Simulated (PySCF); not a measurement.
def2 core potentials replace the inner electrons of Sn.

B3LYP has the VWN-RPA correlation part, as in Gaussian. Delta-SCF ions had no search for a lower state. Excitations are Tamm–Dancoff values on a coarser integration grid. The basis has no diffuse functions, so Rydberg states are missing or too high.

## Sn10H16 nanodot `[SnH2]1[SnH]2[SnH2][SnH]3[SnH2][SnH]1[SnH2][SnH]([SnH2]2)[SnH2]3` (charge 0, multiplicity 1)

Method: B3LYP-D3(BJ)/def2-SVP // PBE-D3(BJ)/def2-SVP (PySCF).

The HOMO comes out as -6.77 eV. The dipole moment is 0.01 D. The LUMO is -1.95 eV. The HOMO–LUMO gap comes out as 4.83 eV. The S1 excitation (TDA) comes out as 4.08 eV. The S1 oscillator strength comes out as 0.000 and the vertical ionisation energy (Delta-SCF) comes out as 8.02 eV. The total energy is -2153.5385 Ha. The cost is about 110 core-minutes (a rough figure).

Bonds (Å): Sn1–Sn2 2.818, Sn1–Sn6 2.818, Sn1–H11 1.737, Sn1–H12 1.737, Sn2–Sn3 2.818, Sn2–Sn9 2.819, Sn2–H13 1.743, Sn3–Sn4 2.819, Sn3–H14 1.737, Sn3–H15 1.738, Sn4–Sn5 2.819, Sn4–Sn10 2.818, Sn4–H16 1.743, Sn5–Sn6 2.818, Sn5–H17 1.738, Sn5–H18 1.738, Sn6–Sn7 2.818, Sn6–H19 1.743, Sn7–Sn8 2.819, Sn7–H20 1.737, Sn7–H21 1.738, Sn8–Sn9 2.819, Sn8–Sn10 2.819, Sn8–H22 1.743, Sn9–H23 1.738, Sn9–H24 1.738, Sn10–H25 1.738, Sn10–H26 1.738. Bond angles (°): Sn2–Sn1–Sn6 109.7, Sn2–Sn1–H11 110.0, Sn2–Sn1–H12 110.0, Sn6–Sn1–H11 110.0, Sn6–Sn1–H12 109.9, H11–Sn1–H12 107.3, Sn1–Sn2–Sn3 109.3, Sn1–Sn2–Sn9 109.3, Sn1–Sn2–H13 109.5, Sn3–Sn2–Sn9 109.4, Sn3–Sn2–H13 109.7, Sn9–Sn2–H13 109.6, Sn2–Sn3–Sn4 109.7, Sn2–Sn3–H14 109.9, Sn2–Sn3–H15 110.0, Sn4–Sn3–H14 110.0, Sn4–Sn3–H15 109.9, H14–Sn3–H15 107.3, Sn3–Sn4–Sn5 109.4, Sn3–Sn4–Sn10 109.4, Sn3–Sn4–H16 109.6, Sn5–Sn4–Sn10 109.3, Sn5–Sn4–H16 109.5, Sn10–Sn4–H16 109.6, Sn4–Sn5–Sn6 109.7, Sn4–Sn5–H17 109.9, Sn4–Sn5–H18 110.0, Sn6–Sn5–H17 109.9, Sn6–Sn5–H18 109.9, H17–Sn5–H18 107.3, Sn1–Sn6–Sn5 109.3, Sn1–Sn6–Sn7 109.4, Sn1–Sn6–H19 109.6, Sn5–Sn6–Sn7 109.4, Sn5–Sn6–H19 109.5, Sn7–Sn6–H19 109.6, Sn6–Sn7–Sn8 109.6, Sn6–Sn7–H20 110.0, Sn6–Sn7–H21 109.9, Sn8–Sn7–H20 110.1, Sn8–Sn7–H21 109.9, H20–Sn7–H21 107.3, Sn7–Sn8–Sn9 109.2, Sn7–Sn8–Sn10 109.6, Sn7–Sn8–H22 109.8, Sn9–Sn8–Sn10 109.3, Sn9–Sn8–H22 109.5, Sn10–Sn8–H22 109.6, Sn2–Sn9–Sn8 109.8, Sn2–Sn9–H23 110.0, Sn2–Sn9–H24 109.9, Sn8–Sn9–H23 109.9, Sn8–Sn9–H24 110.0, H23–Sn9–H24 107.2, Sn4–Sn10–Sn8 109.7, Sn4–Sn10–H25 110.0, Sn4–Sn10–H26 110.0, Sn8–Sn10–H25 110.1, Sn8–Sn10–H26 109.8, H25–Sn10–H26 107.3.
